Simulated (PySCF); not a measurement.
PW91 on As⁻ (arsenic, charge -1), [Ar] 3d10 4s2 4p4, high-spin 3P determinant. Computed with PySCF 2.14 in aug-cc-pwCVDZ-PP with ECP10MDF (6s5p4d1f, 48 functions), with scalar relativity through the core potential.

```
cycle= 1 E= -332.555880312239  delta_E= -0.0136  |g|= 0.101  |ddm|= 1.25
cycle= 2 E= -332.555625725787  delta_E= 0.000255  |g|= 0.113  |ddm|= 0.234
cycle= 3 E= -332.556993309384  delta_E= -0.00137  |g|= 0.00774  |ddm|= 0.154
cycle= 4 E= -332.557030984709  delta_E= -3.77e-05  |g|= 0.00218  |ddm|= 0.0279
cycle= 5 E= -332.557036949364  delta_E= -5.96e-06  |g|= 0.000278  |ddm|= 0.00881
cycle= 6 E= -332.5570371019  delta_E= -1.53e-07  |g|= 1.46e-05  |ddm|= 0.00161
cycle= 7 E= -332.557037102234  delta_E= -3.34e-10  |g|= 1.02e-06  |ddm|= 6.51e-05
converged SCF energy = -332.557037102234  <S^2> = 2.0057236  2S+1 = 3.0038133
```

Highest occupied orbital energy: 1.754 eV; ⟨L²⟩ = 2.03; populations by l: s 4.00, p 10.00, d 10.00, f 0.00.

Can this result be used?

With care. Self-consistency was reached. Energies and moments cover only the electrons outside the core potential. At PW91 the highest occupied level has a positive energy, so only the finite basis holds that electron; in a semilocal or global hybrid functional this comes from self-interaction and does not mean that the real anion is unbound.
